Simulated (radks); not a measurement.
Ti15+, configuration [He] 2s2 2p3.

All-electron calculation, scalar-relativistic Kohn-Sham, PBEsol, spin-polarised, spherical densities, finite nucleus; open shells are filled with parallel spins first; Fermi nuclear charge, rms radius 3.5921 fm. Program: a radial shooting solver on a logarithmic mesh with Libxc functionals.

Energy parts (hartree):
part                       energy
total                  -699.03625
kinetic                 706.25280
electron-nucleus      -1492.26896
Hartree                 112.24872
exchange-correlation    -25.26882

Orbitals (lengths in bohr, moments of r in powers of bohr):
orbital  occ.  eigenvalue (hartree)      <r>
1s up       1             -202.8794  0.06948
1s down     1             -202.4030  0.06931
2s up       1             -39.56229   0.3034
2s down     1             -38.71468   0.3062
2p up       3             -36.95111   0.2639
2p down     0             -35.93646   0.2672

The highest occupied level is 2p up at -1005.5 eV. The spin density at the nucleus is -3.19 e/bohr^3 (1s -13.97, 2s 10.79). For comparison, the ionisation energy in NIST's Atomic Spectra Database is 1043 eV (semi-empirical). In exact Kohn-Sham theory the highest level is minus the ionisation energy, but local and semilocal functionals leave it too shallow, through self-interaction and a potential that decays too fast; potentials with the right tail come closer. The electron density at the nucleus is 8561 e/bohr^3 (large components only).
